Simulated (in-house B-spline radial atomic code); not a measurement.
# Solving the quasi-particle equation for 4s up of the krypton ion Kr⁷⁺

Configuration [Ar] 3d10 4s1, highest spin, start PBE0. Computed with a B-spline radial code for spherical atoms: all electrons, scalar-relativistic (spin-free one-electron X2C), finite nucleus, each spin shell either full or empty, empty states to l = 9 with an (l + 1/2)⁻⁴ tail; G0W0 by contour deformation at full frequency.

At the mean-field level ε = -120.967 eV the matrix elements are Σx = -25.807 eV, v_xc = -21.829 eV and Σc(ε) = -2.05 eV, and the slope of the correlation self-energy is dΣc/dω = -0.0231. The quasi-particle energy solves E = ε + Σx − v_xc + Σc(E).

(1) What does the linearised equation give?

(2) How does that compare with the full solution and with static screening?

Results:

(1) Z = 1/(1 − dΣc/dω) = 1/1.0231 = 0.9774. The first-order shift is Σx − v_xc + Σc(ε) = -25.807 − (-21.829) + (-2.05) = -6.028 eV, so E ≈ ε + Z × shift = -120.967 + 0.9774 × (-6.028) = -126.859 eV.

(2) Solving the equation at full frequency dependence gives E = -126.868 eV, where Σc = -1.923 eV and the weight is 0.980; the linearised value is off by 9 meV. Leaving Z out would give -126.995 eV. Static COHSEX puts -3.621 eV in place of Σc and gives -128.566 eV, 1.70 eV deeper. The tabulated removal energy is 125.802 ± 0.003 eV (NIST, measured); the run leaves out spin-orbit coupling, Breit and QED terms.
